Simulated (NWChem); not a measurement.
The numbers come from NWChem runs, not from measurements. System: ClMg (+1), charge 1, spin multiplicity 1, at a geometry optimised with PBE/def2-SVP. The structure started from a generated list of species. Level: CR-EOMCCSD(T)/aug-cc-pVDZ, 10 core orbitals frozen.

Job file:

```
start mol
memory heap 100 mb stack 700 mb global 1900 mb
charge 1
geometry units angstroms nocenter noautoz
  Mg     0.000000     0.000000    -1.268760
  Cl     0.000000     0.000000     0.895595
  symmetry group C2v
end
basis spherical
  * library aug-cc-pvdz
end
scf
  rhf
  nopen 0
  maxiter 100
  thresh 1e-7
  semidirect memsize 60000000 filesize 0
end
tce
  freeze core 10
  creomsd(t)
  nroots 1
  2eorb
  2emet 13
  thresh 1e-5
  maxiter 200
  tilesize 24
end
task tce energy
```

NWChem printed:

```
             Northwest Computational Chemistry Package (NWChem) 7.3.0
             --------------------------------------------------------

                                NWChem Input Module
                                -------------------

 Scaling coordinates for geometry "geometry" by  1.889725989
 (inverse scale =  0.529177249)

 Turning off AUTOSYM since
 SYMMETRY directive was detected!

                             Geometry "geometry" -> ""
                             -------------------------

 Output coordinates in angstroms (scale by  1.889725989 to convert to a.u.)

  No.       Tag          Charge          X              Y              Z
 ---- ---------------- ---------- -------------- -------------- --------------
    1 Mg                  12.0000     0.00000000     0.00000000    -1.26876000
    2 Cl                  17.0000     0.00000000     0.00000000     0.89559500

 Effective nuclear repulsion energy (a.u.)      49.8772885206

            Nuclear Dipole moment (a.u.)
            ----------------------------
        X                 Y               Z
 ---------------- ---------------- ----------------
     0.0000000000     0.0000000000    -0.0000094486

      Symmetry information
      --------------------

 Group name             C2v
 Group number             16
 Group order               4
 No. of unique centers     2

      Symmetry unique atoms

     1    2


 Summary of "ao basis" -> "" (spherical)
 ------------------------------------------------------------------------------
       Tag                 Description            Shells   Functions and Types
 ---------------- ------------------------------  ------  ---------------------
 *                        aug-cc-pvdz                 on all atoms

 Summary of "ao basis" -> "ao basis" (spherical)
 ------------------------------------------------------------------------------
       Tag                 Description            Shells   Functions and Types
 ---------------- ------------------------------  ------  ---------------------
 Mg                       aug-cc-pvdz               11       27   5s4p2d
 Cl                       aug-cc-pvdz               11       27   5s4p2d

                                 NWChem SCF Module
                                 -----------------

  ao basis        = "ao basis"
  functions       =    54
  atoms           =     2
  closed shells   =    14
  open shells     =     0
  charge          =   1.00
  wavefunction    = RHF
  use symmetry    = T
  symmetry adapt  = T

 Summary of "ao basis" -> "ao basis" (spherical)
 ------------------------------------------------------------------------------
       Tag                 Description            Shells   Functions and Types
 ---------------- ------------------------------  ------  ---------------------
 Mg                       aug-cc-pvdz               11       27   5s4p2d
 Cl                       aug-cc-pvdz               11       27   5s4p2d

      Symmetry analysis of basis
      --------------------------

        a1         26
        a2          4
        b1         12
        b2         12

 Forming initial guess at       0.1s

      Superposition of Atomic Density Guess
      -------------------------------------

 Sum of atomic energies:        -659.08444597

 Renormalizing density from      29.00 to     28

      Non-variational initial energy
      ------------------------------

 Total energy =    -644.893339
 1-e energy   =    -978.679928
 2-e energy   =     283.909301
[...]
======= CR-EOMCCSD(T) calculation ======
corresponding R0 value =     0.000000

CR-EOMCCSD(T) Intermediates cpu wall time             0.2            0.2
 creom_N i2_1 nr of boxes                    72
 creom_N i2_2 nr of boxes                   126
 creom_N i2_3 nr of boxes                    72
 creom_N i2_4 nr of boxes                   126

CR-EOMCCSD(T) triples loop cpu wall             0.1            0.1

 CR-EOMCCSD(T)  total energy / hartree       =      -658.829871940465409
 CR-EOMCCSD(T)  excitation energy (eV)       =      6.75447

 =========================================
 Excited-state calculation ( b1  symmetry)
 =========================================
 Dim. of EOMCC iter. space      500

 EOMCCSD SOLVER TYPE  1
  maxdiff =   0.34622372524517014

 No. of initial right vectors    1

 EOM-CCSD right-hand side iterations
 --------------------------------------------------------------
      Residuum       Omega / hartree  Omega / eV    Cpu    Wall
 --------------------------------------------------------------

 Iteration   1 using    1 trial vectors
   0.4391326503754   0.2264183112587    6.16116     0.1     0.1

 Iteration   2 using    2 trial vectors
   0.0990671977222   0.1367766898864    3.72188     0.1     0.1

 Iteration   3 using    3 trial vectors
   0.0406910140136   0.1309396260247    3.56305     0.1     0.1

 Iteration   4 using    4 trial vectors
   0.0202652985778   0.1294600959664    3.52279     0.1     0.1

 Iteration   5 using    5 trial vectors
   0.0075296228596   0.1288012280169    3.50486     0.1     0.1

 Iteration   6 using    6 trial vectors
   0.0029441634461   0.1286547505622    3.50088     0.1     0.1

 Iteration   7 using    7 trial vectors
   0.0010921768670   0.1286441403724    3.50059     0.1     0.1

 Iteration   8 using    8 trial vectors
   0.0003607712081   0.1286454470748    3.50062     0.1     0.1

 Iteration   9 using    9 trial vectors
   0.0001156155094   0.1286498767705    3.50074     0.1     0.1

 Iteration  10 using   10 trial vectors
   0.0000413749866   0.1286504524697    3.50076     0.1     0.1

 Iteration  11 using   11 trial vectors
   0.0000132755163   0.1286503506937    3.50076     0.1     0.1

 Iteration  12 using   12 trial vectors
   0.0000038460083   0.1286503559791    3.50076     0.1     0.1
 --------------------------------------------------------------
 Iterations converged
 ------------------

 Excited state root  1
 Excitation energy / hartree =        0.128650355979097
                   / eV      =        3.500755794953224
 largest EOMCCSD amplitudes: R1 and R2

 Singles contributions
    15a1  (alpha) ---    14b1  (alpha)       -0.9113360240
    18a1  (alpha) ---    14b1  (alpha)       -0.1662335274

 Doubles contributions
    15a1  (alpha)    15a1  (beta ) ---    12a1  (alpha)    14b1  (beta )       -0.1137123113
    15a1  (alpha)    15a1  (beta ) ---    14b1  (alpha)    12a1  (beta )       -0.1137123113
======= CR-EOMCCSD(T) calculation ======
corresponding R0 value =     0.000000

CR-EOMCCSD(T) Intermediates cpu wall time             0.2            0.2
 creom_N i2_1 nr of boxes                    72
 creom_N i2_2 nr of boxes                   126
 creom_N i2_3 nr of boxes                    72
 creom_N i2_4 nr of boxes                   126

CR-EOMCCSD(T) triples loop cpu wall             0.1            0.1

 CR-EOMCCSD(T)  total energy / hartree       =      -658.952751227505360
 CR-EOMCCSD(T)  excitation energy (eV)       =      3.41075

 =========================================
 Excited-state calculation ( b2  symmetry)
 =========================================
 Dim. of EOMCC iter. space      500

 EOMCCSD SOLVER TYPE  1
  maxdiff =   0.34622372524517114

 No. of initial right vectors    1

 EOM-CCSD right-hand side iterations
 --------------------------------------------------------------
      Residuum       Omega / hartree  Omega / eV    Cpu    Wall
 --------------------------------------------------------------

 Iteration   1 using    1 trial vectors
   0.4391326503754   0.2264183112587    6.16116     0.1     0.1

 Iteration   2 using    2 trial vectors
   0.0990671977222   0.1367766898864    3.72188     0.1     0.1

 Iteration   3 using    3 trial vectors
   0.0406910140136   0.1309396260247    3.56305     0.1     0.1

 Iteration   4 using    4 trial vectors
   0.0202652985778   0.1294600959664    3.52279     0.1     0.1

 Iteration   5 using    5 trial vectors
   0.0075296228596   0.1288012280169    3.50486     0.1     0.1

 Iteration   6 using    6 trial vectors
   0.0029441634461   0.1286547505622    3.50088     0.1     0.1

 Iteration   7 using    7 trial vectors
   0.0010921768670   0.1286441403724    3.50059     0.1     0.1

 Iteration   8 using    8 trial vectors
   0.0003607712081   0.1286454470748    3.50062     0.1     0.1

 Iteration   9 using    9 trial vectors
   0.0001156155094   0.1286498767705    3.50074     0.1     0.1

 Iteration  10 using   10 trial vectors
   0.0000413749866   0.1286504524697    3.50076     0.1     0.1

 Iteration  11 using   11 trial vectors
   0.0000132755163   0.1286503506937    3.50076     0.1     0.1

 Iteration  12 using   12 trial vectors
   0.0000038460083   0.1286503559791    3.50076     0.1     0.1
 --------------------------------------------------------------
 Iterations converged
 ------------------

 Excited state root  1
 Excitation energy / hartree =        0.128650355979098
                   / eV      =        3.500755794953235
 largest EOMCCSD amplitudes: R1 and R2

 Singles contributions
    15a1  (alpha) ---    13b2  (alpha)       -0.9113360240
    18a1  (alpha) ---    13b2  (alpha)       -0.1662335274

 Doubles contributions
    15a1  (alpha)    15a1  (beta ) ---    12a1  (alpha)    13b2  (beta )       -0.1137123113
    15a1  (alpha)    15a1  (beta ) ---    13b2  (alpha)    12a1  (beta )       -0.1137123113
======= CR-EOMCCSD(T) calculation ======
corresponding R0 value =     0.000000

CR-EOMCCSD(T) Intermediates cpu wall time             0.2            0.2
 creom_N i2_1 nr of boxes                    72
 creom_N i2_2 nr of boxes                   126
 creom_N i2_3 nr of boxes                    72
 creom_N i2_4 nr of boxes                   126

CR-EOMCCSD(T) triples loop cpu wall             0.1            0.1

 CR-EOMCCSD(T)  total energy / hartree       =      -658.952751227505360
 CR-EOMCCSD(T)  excitation energy (eV)       =      3.41075

 Task  times  cpu:        9.5s     wall:        9.5s

 Total times  cpu:        9.5s     wall:        9.5s
```
